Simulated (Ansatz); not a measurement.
The C2–H3 bond of CH6BeGe (SMILES [CH3][Be][GeH3]) is stretched (multiplicity 1, the rest rigid).
Geometry at rest (charge 0, multiplicity 1):
| atom | x (Å) | y (Å) | z (Å) |
|---|---|---|---|
| Be | -0.1838 | 1.0492 | -0.7546 |
| C | -0.4193 | 2.3926 | -1.7208 |
| H | -1.2268 | 3.0309 | -1.3459 |
| H | -0.6826 | 2.1178 | -2.7481 |
| H | 0.4784 | 3.0178 | -1.7796 |
| Ge | 0.1264 | -0.7213 | 0.5188 |
| H | 0.9812 | -1.8178 | -0.1578 |
| H | 0.8479 | -0.3987 | 1.8478 |
| H | -1.1919 | -1.4196 | 0.9253 |

Frozen-core correlation. Filled d and f shells under p-block atoms count as core.

Run with Ansatz (a quantum-chemistry and plane-wave program) with Gaussian orbitals. Values without a source in brackets are computed.

Energies above the point at 1.095 Å (the B3LYP-D3(BJ) bond length), FIC-MRCISD+Q on CASSCF(2,2)/cc-pVDZ (kcal/mol): 7.33 at 0.986 Å; 2.72 at 1.205 Å; 106.16 at 3.506 Å.

Take the last value as the depth D of a Morse curve D(1 − e^(−a(R − R₀)))², fit a and R₀ to the two near points, and test it at 1.479 and 1.917 Å.


With D = 106.2, both near points (counted from the curve's value at 1.095 Å) are met by a = 1.88 Å⁻¹ and R₀ = 1.110 Å, so k = 2Da² = 752 kcal/(mol Å²). The curve then gives 26.5 and 64.6 kcal/mol; the level itself gives 26.5 and 67.0, so Morse is off by 0.0 and -2.3.
